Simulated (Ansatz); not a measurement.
Consider the formal exchange of groups at the Se–B bond: `B[SeH]` + `[InH3]` → `[SeH][InH2]` + BH₃.

Program: Ansatz. Geometries: PBE0-D4/def2-TZVP. ΔE: electronic, gas phase. CCSD(T)/CBS is the MP2 limit (def2-TZVPP, def2-QZVPP) plus CCSD(T) − MP2 in def2-TZVPP, frozen cores. This one scheme is used for every species. DFT in def2-TZVPP. HSE06 is defined as in plane-wave codes. def2 core potentials past Kr. For In, Se outer-core shells are correlated without core-valence functions, which leaves a few kJ/mol of doubt a bond. Scalar relativity is left out up to krypton.

| level | ΔE (kcal/mol) | difference from CCSD(T)/CBS |
| --- | --- | --- |
| r2SCANh-D4 | -5.3 | 1.8 |
| r2SCAN0-D4 | -5.8 | 1.3 |
| HSE06-D4 | -4.9 | 2.2 |
| CAM-B3LYP-D4 | -5.7 | 1.4 |
| ωB97M-V | -5.6 | 1.5 |
| B2PLYP | -6.5 | 0.6 |
| BLYP | -5.4 | 1.7 |
| PBE0 | -4.8 | 2.3 |
| HSE06 | -4.8 | 2.3 |
| MP2/def2-SVP | -5.4 | 1.7 |
| CCSD(T)/CBS | -7.1 | 0 |

Largest T1 diagnostic among the species: 0.014.

At CCSD(T), def2-SVP lies +2.8 kcal/mol from the extrapolated value and def2-TZVPP +1.7 kcal/mol. Leaving LDA and LC-ωPBE aside and taking each functional with its dispersion term where it has one, the values, not all of them listed here, spread over 6.1 kcal/mol, from BHLYP-D4 to B97M-V. LDA lies +2.8 kcal/mol from PBE without D4.
